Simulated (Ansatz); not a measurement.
The cluster P₂W₂. The state is a singlet with charge 0. Geometry PBE-D4/def2-SVP; atoms count from 1.

| atom | x (Å) | y (Å) | z (Å) |
| --- | --- | --- | --- |
| W1 | -0.971 | 0.319 | 0.988 |
| W2 | -0.580 | 0.088 | -1.295 |
| P3 | 0.460 | -1.359 | 0.217 |
| P4 | 1.091 | 0.952 | 0.091 |

In the def2 sets W takes a core potential; there is no spin–orbit coupling. The restricted singlet is unstable towards broken spin symmetry in Hartree–Fock (as tested in another run); at PBE0-D4/def2-TZVP this wasn't settled. Another isomer (triplet) lies 1.04 eV lower at PBE0-D4/def2-TZVP; other spin states weren't run for this one.

Q: Estimate the Mulliken populations from the PBE0/def2-TZVP orbitals of Ansatz.

A: 
```json
{"atom": "W1", "charge (e)": "0.19", "d electrons": "4.61"}
{"atom": "W2", "charge (e)": "0.19", "d electrons": "4.61"}
{"atom": "P3", "charge (e)": "-0.19", "d electrons": "–"}
{"atom": "P4", "charge (e)": "-0.19", "d electrons": "–"}
```
Mulliken values depend strongly on the basis.

Q: And the Mayer bond orders between heavy atoms (over 0.3)?

A: W1–W2 2.98 (2.33 Å); W1–P3 1.30 (2.34 Å); W1–P4 1.30 (2.34 Å); W2–P3 1.30 (2.34 Å); W2–P4 1.30 (2.34 Å); P3–P4 0.65 (2.40 Å).
